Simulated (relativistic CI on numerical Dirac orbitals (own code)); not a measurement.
# Sensitivity of the levels of Ag¹⁰⁺ to α and to the nuclear radius

These numbers are calculated, not measured: Dirac-Coulomb-Breit CI, separate exchange-only KLI orbitals for each configuration, derivatives by finite differences, unscaled Slater integrals, QED left out (own radial code, finite nucleus).

Configurations in the expansion (outside the closed core [Ar] 3d10): 4s2.4p6.4d, 4s2.4p5.4d2, 4s2.4p6.4f, 4s2.4p6.5s, 4s.4p6.4d2, 4s2.4p6.5p, 4s2.4p5.4d.4f. Double excitations out of closed p, d and f shells are left out; levels of such configurations are missing from the list, as are those of other unlisted configurations, and high levels can miss mixing partners.

With x = (α/α₀)² − 1 an excitation energy changes as ω = ω₀ + qx; K = 2q/ω₀ is the relative enhancement. Terms are leading LS components, so labels can repeat. The field-shift factor is F = δν/δ⟨r²⟩ for the transition from the lowest level.

Lowest level 4s2.4p6.4d 2D_3/2.

```
               Level  ω₀ (cm⁻¹)  q (cm⁻¹)  F (GHz/fm²)
   4s2.4p6.4d 2D_5/2       7860      7743        0.079
   4s2.4p6.5s 2S_1/2     430973    -27890         23.5
 4s2.4p5.4d2 4D°_1/2     436624      9733         1.37
 4s2.4p5.4d2 4D°_3/2     439056     11140         1.39
 4s2.4p5.4d2 4D°_5/2     443379     14490         1.43
 4s2.4p5.4d2 4D°_7/2     449997     19120         1.43
 4s2.4p5.4d2 2F°_5/2     459699      7095         1.53
 4s2.4p5.4d2 4G°_9/2     460832     13130         1.53
4s2.4p5.4d2 4G°_11/2     461457     16830         1.59
 4s2.4p5.4d2 4G°_7/2     462115     11100         1.43
 4s2.4p5.4d2 4P°_5/2     464266     15700         1.52
 4s2.4p5.4d2 4P°_3/2     469001     14980         1.44
 4s2.4p5.4d2 4F°_3/2     471570     13500          1.4
 4s2.4p5.4d2 2F°_7/2     474815     16710         1.74
 4s2.4p5.4d2 4P°_1/2     476804     22550         1.32
 4s2.4p5.4d2 2F°_5/2     477847     20740         1.56
 4s2.4p5.4d2 2D°_5/2     478757     18880         1.57
 4s2.4p5.4d2 2G°_7/2     481603     13270         1.56
 4s2.4p5.4d2 4F°_9/2     481814     20500         1.58
 4s2.4p5.4d2 4F°_3/2     489264     24840          1.3
4s2.4p5.4d2 2H°_11/2     490280     13460         1.64
 4s2.4p5.4d2 2F°_7/2     490637     16960         1.52
 4s2.4p5.4d2 2P°_1/2     492930     23470         1.55
```

At this charge energies of transitions that change n are usually good to better than 1 %, and those within a shell (Δn = 0) to a few per cent.

(1) Which transition from the lowest level has the largest |K|?

Results:

(1) 4s2.4p6.4d 2D_5/2 at 7860 cm⁻¹, K = 1.97.
